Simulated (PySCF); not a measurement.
**Bi(CH3)(OH)2 at several levels of theory**

Computed with PySCF 2.14.0 (density fitting, no spin-orbit coupling) at the geometry relaxed with PBE:

```xyz
9
Bi(CH3)(OH)2 (singlet)
Bi   -0.0318   -0.1194    0.2191
C     1.9790   -0.0550   -0.8268
H     1.9338   -0.8427   -1.6027
H     2.0448    0.9491   -1.2878
H     2.8174   -0.2306   -0.1258
O    -0.5561    1.7010   -0.7695
H    -1.4598    1.9464   -0.4877
O    -0.6968   -1.5499   -1.2236
H    -1.6139   -1.8024   -0.9961
```

```json
{"level": "PBE", "basis": "Bi def2-SVP with ECP60, C def2-SVP, H def2-SVP, O def2-SVP", "state": "singlet", "HOMO (eV)": "-5.69", "gap (eV)": "4.23", "charge on Bi1 (e)": "0.69", "dipole about the centre of mass (D)": "3.31", "largest force component (eV/Å)": "0.01"}
{"level": "BP86", "basis": "the same", "state": "singlet", "HOMO (eV)": "-5.82", "gap (eV)": "4.25", "charge on Bi1 (e)": "0.68", "dipole about the centre of mass (D)": "3.29", "largest force component (eV/Å)": "0.06"}
{"level": "TPSS", "basis": "the same", "state": "singlet", "HOMO (eV)": "-5.78", "gap (eV)": "4.40", "charge on Bi1 (e)": "0.73", "dipole about the centre of mass (D)": "3.37", "largest force component (eV/Å)": "0.15"}
{"level": "TPSSh", "basis": "the same", "state": "singlet", "HOMO (eV)": "-6.30", "gap (eV)": "5.20", "charge on Bi1 (e)": "0.77", "dipole about the centre of mass (D)": "3.51", "largest force component (eV/Å)": "0.38"}
{"level": "PBE", "basis": "Bi def2-TZVP with ECP60, C def2-TZVP, H def2-TZVP, O def2-TZVP", "state": "singlet", "HOMO (eV)": "-6.05", "gap (eV)": "4.24", "charge on Bi1 (e)": "0.85", "dipole about the centre of mass (D)": "3.45", "largest force component (eV/Å)": "0.56"}
{"level": "PBE", "basis": "Bi x2c-SVPall, C x2c-SVPall, H x2c-SVPall, O x2c-SVPall", "state": "singlet", "HOMO (eV)": "-5.71", "gap (eV)": "4.27", "charge on Bi1 (e)": "0.74", "dipole about the centre of mass (D)": "3.36", "largest force component (eV/Å)": "0.69"}
```

Charges are Mulliken's, which hang on the basis. The relaxation used the grid (50, 194), these runs (75, 302) or, all-electron (x2c bases, spin-free X2C Hamiltonian), (99, 590).

What does wB97X with Bi def2-SVP with ECP60, C def2-SVP, H def2-SVP, O def2-SVP give here?

state singlet, HOMO (eV) -9.15, gap (eV) 10.32, charge on Bi1 (e) 0.85, dipole about the centre of mass (D) 3.87, largest force component (eV/Å) 1.05. Time: 5.4 s on 2 threads of Arm Neoverse V1 (shared host), from an already converged density.

In the first row's basis the gap widens with exact exchange: 4.2 to 4.4 eV for PBE, BP86, TPSS (none); 5.2 eV for TPSSh (a fixed share); 10.3 eV for wB97X (rising or full at long range).
